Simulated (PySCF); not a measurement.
C5H9N, SMILES C=C(C)/N=C/C.

The structure is a stationary point at B3LYP-D3(BJ)/def2-SVP. The structure was generated by enumeration; whether it is a known compound was not checked. The values are those of a single conformer.

All values below come from B3LYP-D3(BJ)/def2-SVP (PySCF).

Frequencies are harmonic and unscaled.

```json
[
 {"mode": "1", "ν (cm⁻¹)": "112", "IR (km/mol)": "6.8", "moving atoms (share of kinetic energy)": "H 52 %, C 28 %, N 20 %"},
 {"mode": "2", "ν (cm⁻¹)": "169", "IR (km/mol)": "0.2", "moving atoms (share of kinetic energy)": "H 63 %, C 31 %"},
 {"mode": "3", "ν (cm⁻¹)": "180", "IR (km/mol)": "0.2", "moving atoms (share of kinetic energy)": "H 85 %, C 11 %"},
 {"mode": "4", "ν (cm⁻¹)": "202", "IR (km/mol)": "2.4", "moving atoms (share of kinetic energy)": "H 45 %, C 32 %, N 23 %"},
 {"mode": "5", "ν (cm⁻¹)": "223", "IR (km/mol)": "2.2", "moving atoms (share of kinetic energy)": "C 51 %, H 41 %, N 8 %"},
 {"mode": "6", "ν (cm⁻¹)": "366", "IR (km/mol)": "1.1", "moving atoms (share of kinetic energy)": "C 61 %, H 35 %"},
 {"mode": "7", "ν (cm⁻¹)": "477", "IR (km/mol)": "7.5", "moving atoms (share of kinetic energy)": "C 52 %, H 33 %, N 15 %"},
 {"mode": "8", "ν (cm⁻¹)": "521", "IR (km/mol)": "9.5", "moving atoms (share of kinetic energy)": "C 42 %, H 32 %, N 25 %"},
 {"mode": "9", "ν (cm⁻¹)": "569", "IR (km/mol)": "1.3", "moving atoms (share of kinetic energy)": "C 50 %, H 44 %"},
 {"mode": "10", "ν (cm⁻¹)": "734", "IR (km/mol)": "3.1", "moving atoms (share of kinetic energy)": "H 80 %, C 19 %"},
 {"mode": "11", "ν (cm⁻¹)": "859", "IR (km/mol)": "21.6", "moving atoms (share of kinetic energy)": "H 43 %, C 30 %, N 27 %"},
 {"mode": "12", "ν (cm⁻¹)": "869", "IR (km/mol)": "42.2", "moving atoms (share of kinetic energy)": "H 71 %, C 27 %"},
 {"mode": "13", "ν (cm⁻¹)": "892", "IR (km/mol)": "4.3", "moving atoms (share of kinetic energy)": "H 80 %, C 13 %"},
 {"mode": "14", "ν (cm⁻¹)": "928", "IR (km/mol)": "6.7", "moving atoms (share of kinetic energy)": "H 49 %, C 49 %"},
 {"mode": "15", "ν (cm⁻¹)": "1005", "IR (km/mol)": "5.0", "moving atoms (share of kinetic energy)": "H 56 %, C 32 %, N 12 %"},
 {"mode": "16", "ν (cm⁻¹)": "1023", "IR (km/mol)": "2.0", "moving atoms (share of kinetic energy)": "H 56 %, C 31 %, N 12 %"},
 {"mode": "17", "ν (cm⁻¹)": "1059", "IR (km/mol)": "1.1", "moving atoms (share of kinetic energy)": "H 62 %, C 38 %"},
 {"mode": "18", "ν (cm⁻¹)": "1087", "IR (km/mol)": "1.5", "moving atoms (share of kinetic energy)": "H 57 %, C 40 %"},
 {"mode": "19", "ν (cm⁻¹)": "1147", "IR (km/mol)": "12.2", "moving atoms (share of kinetic energy)": "C 54 %, H 41 %"},
 {"mode": "20", "ν (cm⁻¹)": "1291", "IR (km/mol)": "42.7", "moving atoms (share of kinetic energy)": "C 57 %, H 36 %"},
 {"mode": "21", "ν (cm⁻¹)": "1364", "IR (km/mol)": "2.6", "moving atoms (share of kinetic energy)": "H 81 %, C 16 %"},
 {"mode": "22", "ν (cm⁻¹)": "1384", "IR (km/mol)": "15.1", "moving atoms (share of kinetic energy)": "H 76 %, C 23 %"},
 {"mode": "23", "ν (cm⁻¹)": "1410", "IR (km/mol)": "5.4", "moving atoms (share of kinetic energy)": "H 61 %, C 35 %"},
 {"mode": "24", "ν (cm⁻¹)": "1416", "IR (km/mol)": "0.2", "moving atoms (share of kinetic energy)": "H 83 %, C 16 %"},
 {"mode": "25", "ν (cm⁻¹)": "1442", "IR (km/mol)": "23.0", "moving atoms (share of kinetic energy)": "H 94 %"},
 {"mode": "26", "ν (cm⁻¹)": "1445", "IR (km/mol)": "3.0", "moving atoms (share of kinetic energy)": "H 95 %"},
 {"mode": "27", "ν (cm⁻¹)": "1450", "IR (km/mol)": "9.6", "moving atoms (share of kinetic energy)": "H 96 %"},
 {"mode": "28", "ν (cm⁻¹)": "1463", "IR (km/mol)": "8.5", "moving atoms (share of kinetic energy)": "H 94 %"},
 {"mode": "29", "ν (cm⁻¹)": "1691", "IR (km/mol)": "50.1", "moving atoms (share of kinetic energy)": "C 88 %, H 11 %"},
 {"mode": "30", "ν (cm⁻¹)": "1766", "IR (km/mol)": "119.3", "moving atoms (share of kinetic energy)": "C 56 %, N 40 %"},
 {"mode": "31", "ν (cm⁻¹)": "2991", "IR (km/mol)": "41.0", "moving atoms (share of kinetic energy)": "H 92 %"},
 {"mode": "32", "ν (cm⁻¹)": "3023", "IR (km/mol)": "13.0", "moving atoms (share of kinetic energy)": "H 97 %"},
 {"mode": "33", "ν (cm⁻¹)": "3027", "IR (km/mol)": "18.7", "moving atoms (share of kinetic energy)": "H 97 %"},
 {"mode": "34", "ν (cm⁻¹)": "3087", "IR (km/mol)": "9.9", "moving atoms (share of kinetic energy)": "H 91 %, C 9 %"},
 {"mode": "35", "ν (cm⁻¹)": "3095", "IR (km/mol)": "11.9", "moving atoms (share of kinetic energy)": "H 91 %, C 9 %"},
 {"mode": "36", "ν (cm⁻¹)": "3142", "IR (km/mol)": "12.1", "moving atoms (share of kinetic energy)": "H 91 %, C 9 %"},
 {"mode": "37", "ν (cm⁻¹)": "3149", "IR (km/mol)": "7.0", "moving atoms (share of kinetic energy)": "H 91 %, C 9 %"},
 {"mode": "38", "ν (cm⁻¹)": "3150", "IR (km/mol)": "3.4", "moving atoms (share of kinetic energy)": "H 95 %"},
 {"mode": "39", "ν (cm⁻¹)": "3248", "IR (km/mol)": "8.6", "moving atoms (share of kinetic energy)": "H 89 %, C 11 %"}
]
```
